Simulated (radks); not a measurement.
Spherical quantum dot in the effective-mass picture: electrons in a hard-walled sphere of radius 6.95, with a point charge +1 (a donor) at the centre, all in effective atomic units (hartree* = m*/eps^2 hartree, bohr* = eps/m* bohr), one dielectric constant everywhere. Calculated with a radial shooting solver with Libxc functionals: non-relativistic Kohn-Sham, PBEsol, spin-polarised, spherical densities. Levels are named by radial order and angular momentum (1s, 1p, 1d, 2s, ...), and open shells are averaged over m. Results are scaled to m* = 0.278 and eps = 8, for which hartree* = 118.2 meV and bohr* = 1.523 nm. Each electron was tried in the lowest free levels, single moves between levels near the top were tried too, and the lowest total energy was kept; such a search can miss a lower state. The series stops at N = 21: beyond it a trial failed or the search could not be trusted, so later rows were left out. At N = 1 the Hartree and exchange-correlation terms need not cancel, so that row can carry a self-interaction error.

\begin{tabular}{lrrrrrrr}
N & open shells & 2S & E (meV) & mu = E(N) - E(N-1) (meV) & addition energy mu(N+1) - mu(N) (meV) & e(HOMO) (meV) & rms radius (nm) \\ \hline
1 & 1s(up 1, down 0) & 1 & -57.7259 & -57.726 & 57.01 & -31.933 & 2.724 \\
2 & none & 0 & -58.4374 & -0.71152 & 46.69 & 13.693 & 3.850 \\
3 & 1p(up 1, down 0) & 1 & -12.4628 & 45.975 & 19.67 & 55.402 & 5.156 \\
4 & 1p(up 2, down 0) & 2 & 53.1834 & 65.646 & 20.81 & 76.004 & 5.763 \\
5 & 1p(up 3, down 0) & 3 & 139.641 & 86.458 & 27.13 & 96.927 & 6.144 \\
6 & 1p(up 3, down 1) & 2 & 253.229 & 113.59 & 19.17 & 122.92 & 6.421 \\
7 & 1p(up 3, down 2) & 1 & 385.991 & 132.76 & 20.03 & 142.71 & 6.632 \\
8 & none & 0 & 538.779 & 152.79 & 26.33 & 162.89 & 6.800 \\
9 & 2s(up 1, down 0) & 1 & 717.894 & 179.12 & 26.56 & 191.07 & 6.916 \\
10 & 1d(up 1, down 0) 2s(up 1, down 0) & 2 & 923.567 & 205.67 & 19.84 & 215.58 & 7.049 \\
11 & 1d(up 2, down 0) 2s(up 1, down 0) & 3 & 1149.08 & 225.52 & 19.90 & 235.46 & 7.160 \\
12 & 1d(up 3, down 0) 2s(up 1, down 0) & 4 & 1394.50 & 245.41 & 19.92 & 255.37 & 7.256 \\
13 & 1d(up 4, down 0) 2s(up 1, down 0) & 5 & 1659.83 & 265.34 & 19.93 & 275.30 & 7.340 \\
14 & 1d(up 5, down 0) 2s(up 1, down 0) & 6 & 1945.10 & 285.26 & 24.79 & 295.92 & 7.415 \\
15 & 1d(up 5, down 1) 2s(up 1, down 0) & 5 & 2255.15 & 310.05 & 19.44 & 319.75 & 7.483 \\
16 & 1d(up 5, down 2) 2s(up 1, down 0) & 4 & 2584.64 & 329.49 & 19.54 & 339.25 & 7.544 \\
17 & 1d(up 5, down 3) 2s(up 1, down 0) & 3 & 2933.67 & 349.03 & 19.59 & 359.02 & 7.599 \\
18 & 1d(up 5, down 4) 2s(up 1, down 0) & 2 & 3302.29 & 368.62 & 19.62 & 380.07 & 7.650 \\
19 & 2s(up 1, down 0) & 1 & 3690.53 & 388.23 & 33.65 & 401.11 & 7.696 \\
20 & 2s(up 1, down 0) 1f(up 1, down 0) & 2 & 4112.41 & 421.88 & 19.41 & 431.58 & 7.744 \\
21 & 2s(up 1, down 0) 1f(up 2, down 0) & 3 & 4553.70 & 441.29 & - & 451.00 & 7.788 \\
\end{tabular}

All shells are closed at N = 2, 8 (there: 1s2 1p6); the second difference of the energy has clear peaks (12 % above both neighbours; the first and last values, which can be the largest, are not judged, and half-filled shells can peak too) at N = 5, 14, 19.
